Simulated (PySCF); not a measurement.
# Electron correlation in O⁴⁺ (oxygen, charge +4)

Starting occupation: [He] 2s2. Computed with PySCF 2.14 in an even-tempered Gaussian basis (18 s from 0.052 bohr⁻², ratio 2.6; 11 p from 0.068 bohr⁻², ratio 2.6; 8 d from 0.069 bohr⁻², ratio 2.8; 4 f from 2.4 bohr⁻², ratio 2.8), with X2C-1e with screened-nucleus spin-orbit coupling, Gaussian nucleus. Frozen: nothing; 4 electrons correlated; the 28 highest virtual spinors left out.

MP2 pair energies summed by pair of shells (mhartree):

```csv
pair,energy,share (%)
2s1/2-2s1/2,-59.89,54.0
1s1/2-1s1/2,-40.04,36.1
1s1/2-2s1/2,-11.02,9.9
```

Total MP2 correlation energy: -110.95 mhartree.

The virtual space was cut to 56 spinors, which keep -100.00 of the -110.95 mhartree of MP2 correlation.

```csv
level,correlation energy (mhartree)
CCSD,-142.08
(T),-0.53
CCSD(T),-142.61
```

Diagnostics: T1 = 0.0040, largest double amplitude 0.150.

Cost of the coupled-cluster step: roughly 13 core-seconds, for 4 occupied and 56 virtual spinors.

The coupled-cluster values are those of the cut space; adding the MP2 remainder, -10.95 mhartree, estimates the full space.
